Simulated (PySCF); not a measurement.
Ligand exchange on a metal centre used in film growth or etching (Zn Cl-H). All species are isolated molecules in the gas phase.

The LUMO from two functionals at the same geometries (BP86-D3(BJ)/def2-SVP), both in PySCF: PBE-D3(BJ)/def2-TZVP and TPSSh-D3(BJ)/def2-TZVP. 

| species | TPSSh-D3(BJ)/def2-TZVP (eV) |
|---|---|
| 0 of 2 Cl replaced by H | -2.15 |
| 1 of 2 Cl replaced by H ([Zn(Cl)(H)]) | -0.89 |
| 2 of 2 Cl replaced by H ([Zn(H)2]) | -0.94 |

Q: What does PBE-D3(BJ)/def2-TZVP give for each?

A: 
- 0 of 2 Cl replaced by H: -2.69
- 1 of 2 Cl replaced by H ([Zn(Cl)(H)]): -1.37
- 2 of 2 Cl replaced by H ([Zn(H)2]): -1.40
Over these rows, drawn at random from the members with no instability flagged (it was tested for open shells, ions and some series alone), PBE minus TPSSh-D3(BJ): mean -0.50 eV, from -0.54 eV to -0.46 eV.
